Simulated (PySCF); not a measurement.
**Cost of excited-state runs on `InChI=1S/B2H4O2/c1-2(3)4/h3-4H,1H2/q-1`, doublet, charge -1**

Bonds (- single, = double, # triple, : aromatic): B1-B2 1.583 Å, B2-O3 1.464 Å, B2-O4 1.464 Å. B1 carries H5, H6; O3 carries H7; O4 carries H8. Formal charges: B1 -1.

Total charge -1.

PySCF with density fitting, on 1 thread of an Intel Xeon, shared host. Command: `OMP_NUM_THREADS=1 python excited_run.py task.json out`

**Question.** How long does each of these runs take, and how much memory?
- open-shell absorption, CAM-B3LYP/def2-SVPD; 10 states; full response; IEF-PCM tetrahydrofuran
- open-shell absorption, CAM-B3LYP/def2-SVPD; 10 states; full response

**Answer.** 
| run | level | basis functions | wall time | peak memory (GiB) |
| --- | --- | --- | --- | --- |
| open-shell absorption | CAM-B3LYP/def2-SVPD | 118 | 44 s | 0.52 |
| open-shell absorption | CAM-B3LYP/def2-SVPD | 118 | 46 s | 0.52 |

Times from a shared host are rough.
